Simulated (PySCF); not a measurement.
Compound: C4H9F3Si2.
SMILES with atom numbers: `[F:1][C:2]([F:3])([F:4])[C@@H:5]1[CH2:6][CH2:7][SiH2:8][SiH2:9]1` (hydrogens: H10 on C5; H11, H12 on C6; H13, H14 on C7; H15, H16 on Si8; H17, H18 on Si9)

The same species was optimised twice, with GFN2-xTB and with PBE0-D3(BJ)/def2-SVP (PySCF), and the same property calculations (PySCF, gas phase) were run on both structures.

| coordinate | GFN2-xTB | PBE0-D3(BJ)/def2-SVP | change |
| --- | --- | --- | --- |
| Si8–Si9 (Å) | 2.319 | 2.343 | +0.024 |
| C7–Si8 (Å) | 1.918 | 1.908 | -0.010 |
| C2–C5 (Å) | 1.496 | 1.504 | +0.008 |
| C2–F4 (Å) | 1.350 | 1.341 | -0.009 |
| F1–C2 (Å) | 1.346 | 1.339 | -0.007 |
| C2–F3 (Å) | 1.347 | 1.340 | -0.007 |
| C5–C6 (Å) | 1.532 | 1.537 | +0.005 |
| C5–Si9 (Å) | 1.932 | 1.928 | -0.004 |
| C6–C7 (Å) | 1.529 | 1.533 | +0.004 |
| C2–C5–Si9 (°) | 110.8 | 114.4 | +3.6 |
| C2–C5–C6 (°) | 110.6 | 112.6 | +2.0 |
| F4–C2–C5 (°) | 113.7 | 112.2 | -1.5 |
| F1–C2–F3 (°) | 105.9 | 107.3 | +1.4 |
| F3–C2–F4 (°) | 105.6 | 106.9 | +1.3 |
| F1–C2–F4 (°) | 105.6 | 106.8 | +1.2 |
| F1–C2–C5 (°) | 113.0 | 111.9 | -1.1 |
| F3–C2–C5 (°) | 112.3 | 111.5 | -0.8 |
| F1–C2–C5–C6 (°) | 60 | 57 | -3 |

Rotational constants: A = 2173, B = 757.3, C = 642.7 MHz (GFN2-xTB) against A = 2168, B = 740.1, C = 630.5 MHz (PBE0-D3(BJ)/def2-SVP). Point groups within 0.08 Å: C1 and C1.

On the GFN2-xTB structure: HOMO (eV) -8.21 [PBE0/pcSseg-1]; LUMO (eV) -0.29 [PBE0/pcSseg-1]; dipole (D) 2.70 [PBE0/pcSseg-1]; GIAO shielding of F1/F3/F4 (mean) (ppm) 249.9 [PBE0/pcSseg-1]; GIAO shielding of C2 (ppm) 48.4 [PBE0/pcSseg-1]; GIAO shielding of C5 (ppm) 148.4 [PBE0/pcSseg-1]; GIAO shielding of C6 (ppm) 157.7 [PBE0/pcSseg-1]; GIAO shielding of C7 (ppm) 173.3 [PBE0/pcSseg-1]; GIAO shielding of Si8 (ppm) 419.0 [PBE0/pcSseg-1]; GIAO shielding of Si9 (ppm) 417.3 [PBE0/pcSseg-1].

**Question.** What do these properties become on the PBE0-D3(BJ)/def2-SVP structure?

**Answer.** 
| property | level | on GFN2-xTB | on PBE0-D3(BJ)/def2-SVP | change |
| --- | --- | --- | --- | --- |
| HOMO (eV) | PBE0/pcSseg-1 | -8.21 | -7.98 | +0.23 |
| LUMO (eV) | PBE0/pcSseg-1 | -0.29 | -0.09 | +0.20 |
| dipole (D) | PBE0/pcSseg-1 | 2.70 | 2.46 | -0.24 |
| energy, GFN2-xTB geometry as zero (kcal/mol) | PBE0/pcSseg-1 | 0.0 | -2.4 | -2.4 |
| GIAO shielding of F1/F3/F4 (mean) (ppm) | PBE0/pcSseg-1 | 249.9 | 255.4 | +5.5 |
| GIAO shielding of C2 (ppm) | PBE0/pcSseg-1 | 48.4 | 50.8 | +2.4 |
| GIAO shielding of C5 (ppm) | PBE0/pcSseg-1 | 148.4 | 147.7 | -0.7 |
| GIAO shielding of C6 (ppm) | PBE0/pcSseg-1 | 157.7 | 157.0 | -0.7 |
| GIAO shielding of C7 (ppm) | PBE0/pcSseg-1 | 173.3 | 173.9 | +0.6 |
| GIAO shielding of Si8 (ppm) | PBE0/pcSseg-1 | 419.0 | 415.7 | -3.3 |
| GIAO shielding of Si9 (ppm) | PBE0/pcSseg-1 | 417.3 | 416.6 | -0.7 |

The heavy atoms differ by 0.069 Å rms after alignment. Among bonds between heavy atoms Si8–Si9 changes most (+0.024 Å). Changes are differences of the printed values. Neither structure is proved a minimum here.
